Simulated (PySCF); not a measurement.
The numbers below are computed, except where a source is named.
# CH3ClF3OSi2

The system: CH3ClF3OSi2, a small molecule (built as: Si site whose three back bonds go to CH3, Cl, OSiF3); neutral, doublet. The structure, one conformer, was relaxed in the gas phase by PBE0-D3(BJ)/def2-SVP. No frequency run checks that it is a minimum.

SMILES: C[Si](Cl)O[Si](F)(F)F

| atom | x (Å) | y (Å) | z (Å) |
| --- | --- | --- | --- |
| Si1 | -0.102 | 1.337 | 0.663 |
| C2 | -1.047 | 0.028 | 1.606 |
| Cl3 | -1.394 | 2.307 | -0.639 |
| O4 | 1.059 | 0.574 | -0.276 |
| Si5 | 1.257 | -0.577 | -1.388 |
| F6 | 2.517 | -1.483 | -1.032 |
| F7 | -0.034 | -1.519 | -1.442 |
| F8 | 1.483 | 0.035 | -2.840 |
| H9 | -0.402 | -0.455 | 2.355 |
| H10 | -1.389 | -0.734 | 0.886 |
| H11 | -1.920 | 0.465 | 2.112 |

EPR values by unrestricted B3LYP, IGLO-III on C Cl F O Si, pcH-1 on H.

Task: Predict g and the largest hyperfine couplings. Where does the spin sit?

Result: g = 1.9999, 2.0019, 2.0061. The spin sits on Si1 (79 %, bonded to 1 C + 1 Cl + 1 O) by Mulliken populations.
```csv
atom,isotope,isotropic (MHz),"dipolar, principal values (MHz)"
Si1,29Si,-896.5,"-138.2, 68.6, 69.6"
C2,13C,84.3,"-10.6, -9.9, 20.5"
O4,17O,-75.6,"-11.5, 5.3, 6.3"
Cl3,35Cl,26.7,"-19.8, -19.1, 38.9"
Si5,29Si,-44.3,"-4.1, 2.0, 2.1"
H10,1H,40.4,"-6.0, -0.2, 6.3"
```

Task: How do the isotropic couplings move with BHandHLYP?

Result: Si1 -896.5 to -932.3 MHz, C2 84.3 to 85.3 MHz, O4 -75.6 to -75.1 MHz, Cl3 26.7 to 29.6 MHz.
